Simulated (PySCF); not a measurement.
Mo³⁺ (molybdenum, charge +3) across methods

[Kr] 4d3, high-spin 4F determinant. Computed with PySCF 2.14 in x2c-TZVPPall, with scalar relativity by spin-free X2C-1e. The B2PLYP total includes its PT2 part (frozen core); its orbital energies are those of the SCF part.

| method | E (hartree) | mean ε 4p α (eV) | mean ε 4p β (eV) | mean ε 4d α (eV) | Σ⟨r²⟩ (bohr²) | ⟨S²⟩ |
| --- | --- | --- | --- | --- | --- | --- |
| B2PLYP | -4045.98 | -77.273 | -73.245 | -37.513 | 25.77 | 3.752 |
| r2SCAN | -4046.49 | -72.056 | -69.335 | -34.587 | 25.69 | 3.752 |
| PBE | -4046.08 | -70.885 | -68.619 | -34.180 | 25.81 | 3.751 |
| LC-wPBE | -4046.10 | -76.575 | -73.823 | -38.828 | 25.70 | 3.751 |
| M06-2X | -4046.77 | -76.778 | -73.534 | -37.340 | 25.76 | 3.751 |
| PBE0 | -4046.17 | -74.142 | -71.044 | -35.950 | 25.73 | 3.751 |
| UHF | -4044.45037 | -82.752 | -76.837 | -40.421 | 25.74 | 3.754 |
| LDA | -4041.70 | -70.977 | -68.893 | -34.126 | 25.84 | 3.750 |
| wB97X | -4046.60 | -76.418 | -73.520 | -38.204 | 25.63 | 3.751 |
